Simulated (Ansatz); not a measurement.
`CN[CH2][SnH3]`, charge 0, multiplicity 1.

Problem. Give a relaxed structure at PBE0-D4/def2-TZVP (the Gaussian-basis code of Ansatz). (Best estimate.)

Solution. Computed: 
```xyz
13

C     0.6121    1.1556   -1.6629
N     0.6723    0.4400   -0.4058
C    -0.6052   -0.1058   -0.0023
Sn   -0.4169   -1.0958    1.9014
H     1.6122    1.4901   -1.9473
H     0.1933    0.5610   -2.4919
H    -0.0143    2.0442   -1.5450
H     1.3661   -0.2942   -0.4636
H    -1.3156    0.7154    0.1358
H    -1.0557   -0.7938   -0.7372
H    -0.2489    0.0455    3.1582
H     0.9815   -2.0823    1.8481
H    -1.7809   -2.0801    2.2125
```
This is one stationary point; other conformers may exist.
